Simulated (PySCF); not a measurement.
**Worked example: chemical shift, span and skew from a shielding tensor**

CH10N2Si3, SMILES [SiH2]1C[SiH2][Si@H](N)N1. Atoms are numbered in the order given.

```xyz
16

N      2.2713    -0.4286    -1.3528
Si     1.3578    -0.1445     0.0877
N      0.1266    -1.3210     0.5232
Si    -1.5791    -0.9523     0.5957
C     -1.7526     0.6971    -0.2972
Si    -0.1340     1.6619    -0.0721
H      3.0997    -1.0123    -1.3302
H      1.8220    -0.4651    -2.2605
H      2.3984    -0.0767     1.1596
H      0.4246    -2.2466     0.8223
H     -2.0843    -0.8277     2.0026
H     -2.3848    -2.0363    -0.0544
H     -1.8857     0.4983    -1.3744
H     -2.6335     1.2598     0.0490
H      0.1168     2.6231    -1.1917
H     -0.1687     2.4368     1.2094
```

Coordinates come from a PBE0-D3(BJ)/def2-SVP optimisation. The structure was generated by enumeration; whether it is a known compound was not checked. Other conformers were not sampled.

GIAO shieldings from PBE/pcSseg-1 (PySCF), non-relativistic, no solvent. The symmetric part of the tensor of Si2 has the principal values 314.6, 371.8, 410.6 ppm. The same nucleus in TMS has σ = 335.4 ppm at this level (PySCF, at its B3LYP-D3(BJ)/def2-TZVP geometry).

**Question.** Work out the isotropic shielding, the ²⁹Si shift against TMS, the span and the skew.

**Answer.** 
σ(iso) = (σ11 + σ22 + σ33)/3 = 365.7 ppm. δ = σ(ref) − σ(iso) = 335.4 − (365.7) = -30.3 ppm.
Span Ω = σ33 − σ11 = 96.0 ppm. Skew κ = 3(σ(iso) − σ22)/Ω = -0.19. Tumbling in solution averages the tensor to δ; in a static solid the shielding alone would spread this spin-1/2 line over Ω.
